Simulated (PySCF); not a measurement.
```xyz
5
charge -1 multiplicity 1, angstrom
B     0.0000    0.0000    0.0000
Cl    1.0782    1.0782    1.0782
Cl    1.0782   -1.0782   -1.0782
Cl   -1.0782   -1.0782    1.0782
Cl   -1.0782    1.0782   -1.0782
```

Method: PBE0/[B def2-SVPD, Cl def2-SVPD], no relativity, density fitting, PySCF.

This geometry of [BCl4]- is a stationary point at this level.

Q: What is the point group?

A: Td.

Q: Is it a minimum?

A: Yes: all harmonic wavenumbers are real.

Q: What are the dipole moment and the gap between the highest occupied and lowest empty levels?

A: 0.00 D about the centre of mass and 7.52 eV.

Q: Give the atomic charges and bond orders.

A: 
```tsv
atom	Mulliken	Löwdin	polar tensor	Mayer order to B1
B1	1.38	-1.28	1.50	–
Cl2,3,4,5	-0.60	0.07	-0.63	0.62
```

Q: Give the ideal-gas entropy at 298.15 K and 1 bar by parts.

A: translation 171.4, rotation 100.0, vibration 47.3, spin 0.0; total 318.7 J/(mol K).

This need not be the most stable arrangement of these atoms. The lowest empty level of this anion is unbound, so it and the gap depend on the basis.
